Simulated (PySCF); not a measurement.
Atom-mapped SMILES (the numbers label the heavy atoms): `[CH3:1][CH:2]([CH3:3])[CH:4]1[CH2:5][P:6]([SiH3:7])[CH2:8]1`; H(Xn) means a hydrogen on atom n. Ha(C5), Ha(C8) are cis to C2 on the ring; Hb(C5), Hb(C8) are trans to C2 on the ring.

[PySCF 2.14.0 with density-fitted response routines: σ from GIAO-PBE0/pcSseg-1; geometry: GFN2-xTB; no solvent model; non-relativistic Hamiltonian; rapidly exchanging positions averaged; one computed conformer]

Predict the 2D correlation tables (HSQC, COSY, HMBC).

## Answers



HSQC (one-bond C–H):
```
                  δH            δC
2.36 (Hb(C5)/Hb(C8))  22.4 (C5/C8)
        2.22 (H(C4))     44.7 (C4)
1.91 (Ha(C5)/Ha(C8))  22.4 (C5/C8)
        1.47 (H(C2))     43.0 (C2)
  0.81 (H(C1)/H(C3))  20.2 (C1/C3)
```

COSY cross peaks (H two or three bonds apart, from the bond graph; peaks can be absent where the dihedral angle is near 90°):
```
                  δH                    δH
2.36 (Hb(C5)/Hb(C8))          2.22 (H(C4))
2.36 (Hb(C5)/Hb(C8))  1.91 (Ha(C5)/Ha(C8))
        2.22 (H(C4))  1.91 (Ha(C5)/Ha(C8))
        2.22 (H(C4))          1.47 (H(C2))
        1.47 (H(C2))    0.81 (H(C1)/H(C3))
```

HMBC (two and three bonds, from the bond graph):
```
                  δH                                     δC
       4.09 (H(Si7))                           22.4 (C5/C8)
2.36 (Hb(C5)/Hb(C8))     44.7 (C4), 43.0 (C2), 22.4 (C5/C8)
        2.22 (H(C4))  43.0 (C2), 22.4 (C5/C8), 20.2 (C1/C3)
1.91 (Ha(C5)/Ha(C8))     44.7 (C4), 43.0 (C2), 22.4 (C5/C8)
        1.47 (H(C2))  44.7 (C4), 22.4 (C5/C8), 20.2 (C1/C3)
  0.81 (H(C1)/H(C3))     44.7 (C4), 43.0 (C2), 20.2 (C1/C3)
```

δ = σ(ref) − σ, references computed at the same level: TMS for ¹H (31.72 ppm), ¹³C (186.93 ppm).

Short H···H contacts in this conformer between protons four or more bonds apart (candidates for NOE cross peaks, intensity ∝ r⁻⁶): H(C1)···Ha(C8) 2.38 Å, H(C2)···Ha(C8) 2.53 Å, H(C3)···H(C4) 2.56 Å.

Shifts are as computed. Against solution values, carbons near 30 ppm lie about +3 ppm off and those near 130 ppm about +5 ppm. Of 1211 compounds with measured shifts, 218 miss one by over three times the rms of a fit or turn the order of signals round; such compounds aren't used in these exercises.
